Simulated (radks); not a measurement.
Results of a calculation; reference values are marked as such.
Question: In+, 48 electrons, occupied as [Ar] 3d10 4s2 4p5 4d10 5s2 5d1 (not the ground configuration). Level of theory: scalar-relativistic Kohn-Sham, r2SCAN, spin-polarised, spherical densities, finite nucleus; open shells are filled with parallel spins first (spin-orbit coupling, left out, can overturn this in heavy ions); meta-GGA in the generalised Kohn-Sham scheme; Fermi nuclear charge, rms radius 4.6156 fm (a radial shooting solver on a logarithmic mesh with Libxc functionals). Some entries of the table are withheld. Estimate them.

orbital,occ.,eigenvalue (eV),<r^2> (bohr^2),<r> (bohr)
1s up,1,-27829.05,0.001195,0.02972
1s down,1,-27828.63,0.001195,0.02972
2s up,1,-4200.202,0.01946,0.1285
2s down,1,-4200.062,0.01946,0.1285
2p up,3,-3769.349,0.01537,0.1122
2p down,3,-3769.012,0.01537,0.1122
3s up,1,-820.4014,0.1383,0.3477
3s down,1,-820.1722,0.1383,0.3478
3p up,3,-678.2259,0.1394,0.3465
3p down,3,-677.9122,0.1394,0.3465
3d up,5,-457.9242,0.1249,0.3242
3d down,5,-457.5541,0.1248,0.3242
4s up,1,-143.1483,0.8054,0.8442
4s down,1,-141.3791,0.8090,0.8459
4p up,3,-100.1969,0.9495,0.9122
4p down,2,-98.5744,0.9565,0.9153
4d up,5,-37.5334,1.481,1.119
4d down,5,-36.3105,1.511,1.130
5s up,1,-20.1411,5.995,2.302
5s down,1,-20.0394,5.894,2.286
5d up,1,(1),29.32,5.063

Answer: 
(1) 5d up eigenvalue (eV): -4.4474
